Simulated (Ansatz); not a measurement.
This singlet lies 1.13 eV below the relaxed triplet at the level frozen-core CCSD(T)/cc-pVTZ // B3LYP-D3(BJ)/def2-TZVP (Ansatz, a program for electronic structure).

Species: CHClGeO, SMILES `O=[CH][Ge][Cl]` (lower singlet; O–C–Ge–Cl torsion 101°) (charge 0, multiplicity 1).

### Question
Give a relaxed geometry from B3LYP-D3(BJ)/def2-TZVP (Ansatz).

### Answer
Several could match; the one computed here: the end point of this relaxation, one of several conformers (outside a Z-matrix the atoms follow the SMILES, hydrogens last).
Z-matrix (Å, degrees):
```
C
O 1 1.2195
H 1 1.1078 2 120.89
Ge 1 2.0283 3 144.01 2 173.17
Cl 4 2.2256 1 93.23 3 -72.86
```
